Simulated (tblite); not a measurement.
Species: C4H13NOSi.
Bonds: C1–N2, N2–Si3, Si3–C4, C4–C5, C5–C6, C6–O7. Hydrogens: H8, H9, H10 on C1; H11 on N2; H12, H13 on Si3; H14, H15 on C4; H16, H17 on C5; H18, H19 on C6; H20 on O7.

Computed with GFN2-xTB (tblite), gas phase: L-BFGS steps from a force-field or distance-geometry start until the largest atomic force falls under 0.01 eV/Å.

At the end of the run (lengths in Å): Si3–C4 1.902, C1–H10 1.092, C4–H14 1.091, C1–N2 1.445, C4–C5 1.523, C5–H17 1.091, C1–H9 1.087, C1–N2–Si3 124.8°, C5–C6–O7 113.0°, N2–Si3–C4 107.6°, Si3–C4–C5 112.0°, C1–N2–Si3–C4 -49°, N2–Si3–C4–C5 -160°, Si3–C4–C5–C6 -179°, H20–O7–C6–C5 -55°, H18–C6–O7–H20 68°.

**Question.** These geometries were met on the way; a selection of coordinates is given. Order them by energy above the end point, lowest first.
A. Si3–C4 1.909, C1–H10 1.090, C4–H14 1.092, C1–N2 1.445, C4–C5 1.528, C5–H17 1.094, C1–H9 1.088, C1–N2–Si3 121.8°, C5–C6–O7 113.8°, N2–Si3–C4 109.7°, Si3–C4–C5 111.6°, C1–N2–Si3–C4 -70°, N2–Si3–C4–C5 -149°, Si3–C4–C5–C6 180°, H20–O7–C6–C5 -1°, H18–C6–O7–H20 120°
B. Si3–C4 1.899, C1–H10 1.095, C4–H14 1.094, C1–N2 1.448, C4–C5 1.519, C5–H17 1.096, C1–H9 1.089, C1–N2–Si3 119.7°, C5–C6–O7 110.9°, N2–Si3–C4 105.8°, Si3–C4–C5 111.1°, C1–N2–Si3–C4 -78°, N2–Si3–C4–C5 -147°, Si3–C4–C5–C6 -179°, H20–O7–C6–C5 0°, H18–C6–O7–H20 121°
C. Si3–C4 1.896, C1–H10 1.077, C4–H14 1.087, C1–N2 1.460, C4–C5 1.513, C5–H17 1.092, C1–H9 1.103, C1–N2–Si3 119.3°, C5–C6–O7 108.1°, N2–Si3–C4 107.6°, Si3–C4–C5 110.9°, C1–N2–Si3–C4 -75°, N2–Si3–C4–C5 -147°, Si3–C4–C5–C6 -179°, H20–O7–C6–C5 -1°, H18–C6–O7–H20 118°
D. Si3–C4 1.902, C1–H10 1.096, C4–H14 1.095, C1–N2 1.442, C4–C5 1.526, C5–H17 1.094, C1–H9 1.087, C1–N2–Si3 125.6°, C5–C6–O7 112.7°, N2–Si3–C4 108.5°, Si3–C4–C5 110.0°, C1–N2–Si3–C4 -53°, N2–Si3–C4–C5 -157°, Si3–C4–C5–C6 -179°, H20–O7–C6–C5 -25°, H18–C6–O7–H20 97°
E. Si3–C4 1.859, C1–H10 1.135, C4–H14 1.133, C1–N2 1.420, C4–C5 1.503, C5–H17 1.111, C1–H9 1.107, C1–N2–Si3 117.7°, C5–C6–O7 106.3°, N2–Si3–C4 109.9°, Si3–C4–C5 112.3°, C1–N2–Si3–C4 -73°, N2–Si3–C4–C5 -148°, Si3–C4–C5–C6 180°, H20–O7–C6–C5 0°, H18–C6–O7–H20 117°

**Answer.** D (0.053 eV), A (0.093 eV), B (0.151 eV), C (0.252 eV), E (0.465 eV).

```tsv
step	E above end (eV)	rms distance from the end, all atoms (Å)	largest force (eV/Å)	rms shift of all bonds from the end (Å)
49	0.053	0.185	0.217	0.003
22	0.093	0.289	0.112	0.003
7	0.151	0.339	0.252	0.004
2	0.252	0.350	0.530	0.008
0	0.465	0.354	2.226	0.022
```

Rows stand in the order of the answer.
